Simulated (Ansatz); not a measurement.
Reaction (formal loss of a carbene): `CC(F)[SiH2][SiH3]` → `FC[SiH2][SiH3]` + `[CH2]` (triplet)

Computed with Ansatz on PBE0-D4/def2-TZVP structures; ΔE is electronic, products minus reactants. CCSD(T)/CBS adds triple-zeta CCSD(T) − MP2 to the extrapolated MP2 energy (def2 sets, frozen cores). This one scheme is used for every species. Functionals use def2-TZVPP. B3LYP here is the variant with VWN-RPA as its local correlation; programs differ in this. Triplets are unrestricted, without spin–orbit coupling. One conformer a species, not always the lowest.

CCSD(T)/CBS gives +450.0 kJ/mol.

(1) Another level gave +460.4 kJ/mol. Which?
A. PBE0-D4/def2-TZVPP
B. B2PLYP/def2-TZVPP
C. ωB97X-V/def2-TZVPP
D. B3LYP/def2-TZVPP

Largest T1 diagnostic among the species: 0.012.

Results:

(1) C. ωB97X-V 460.4, PBE0-D4 446.8, B2PLYP 438.6, B3LYP 430.3 kJ/mol.

In def2-TZVPP, CCSD(T) changes the Hartree–Fock value by +139.0 kJ/mol (the triples alone add +11.8 kJ/mol) and MP2 by +151.8 kJ/mol. The D4 term adds +11.2 kJ/mol with B3LYP and +6.1 kJ/mol with PBE0; it sums over pairs of atoms, weighted by their polarisabilities, and B3LYP, whose exchange is more repulsive, gets the larger term.
